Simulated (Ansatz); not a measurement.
Ansatz (a quantum-chemistry and plane-wave program) input (BHLYP/def2-TZVPD):

Ansatz 0.2 input:
```yaml
crystal:
  periodic: [false, false, false]
  atoms:
    - {symbol: C, position_ang: [-1.53920857, -1.57302784, -1.48755892]}
    - {symbol: O, position_ang: [-0.79950798, -1.33771736, -0.29228505]}
    - {symbol: Si, position_ang: [-0.02235075, 0.05121083, 0.06732971]}
    - {symbol: S, position_ang: [-1.46219444, 1.61693169, -0.10935631]}
    - {symbol: S, position_ang: [0.83084318, -0.17035719, 2.01124774]}
    - {symbol: O, position_ang: [1.21009520, 0.39696528, -0.94457369]}
    - {symbol: C, position_ang: [2.39354709, -0.38446301, -1.08606248]}
    - {symbol: H, position_ang: [-0.95995816, -1.29869943, -2.37237822]}
    - {symbol: H, position_ang: [-1.77182087, -2.63616361, -1.52819008]}
    - {symbol: H, position_ang: [-2.47180833, -1.00437075, -1.48579823]}
    - {symbol: H, position_ang: [-0.57529685, 2.58989148, 0.15816224]}
    - {symbol: H, position_ang: [-0.33642549, -0.50092078, 2.58832299]}
    - {symbol: H, position_ang: [2.92968582, -0.01677781, -1.95977862]}
    - {symbol: H, position_ang: [3.03369414, -0.28304202, -0.20683449]}
    - {symbol: H, position_ang: [2.15573146, -1.44109897, -1.22978614]}
basis:
  gaussian:
    orbitals: def2-TZVPD
hamiltonian:
  xc: {name: BHLYP}
magnetization: {spin_polarized: true, initial_magnetization: 2}
```

Output:

```
Functional definition: BHLYP
integrals: 0.62 GiB planned
2283 factors; their error is unknown
0.58 GiB of the device are held for the grids
3.63 GiB of device memory are held for the factors and their scratch space
mean field: 4.03 GiB planned
mean field evaluation 1: about -35833.0569 eV, gradient 5.0e1 eV
mean field evaluation 2: about -35810.8748 eV, gradient 8.6e1 eV
mean field evaluation 4: about -35844.3866 eV, gradient 3.7e0 eV
mean field evaluation 8: about -35844.5719 eV, gradient 3.2e-1 eV
mean field evaluation 16: about -35844.7606 eV, gradient 4.9e-1 eV
mean field evaluation 32: about -35844.5639 eV, gradient 2.8e-1 eV
mean field -35845.35804293 eV, -1317.2926112214 hartree, gradient 2.6e-5 eV, S^2 2.009258; 6 other end points of the search recorded, 0 dependent functions left out
reference -35845.35828929 eV, -1317.2926202748 hartree; 42, 40 occupied and 319, 321 virtual orbitals, 2283 factors
Total energy: -35845.35828929 eV, -1317.2926202748 hartree
```

This state (charge 0, triplet) is run at the relaxed geometry of the species with charge 0 and multiplicity 1, and is a spin state other than that species' own.
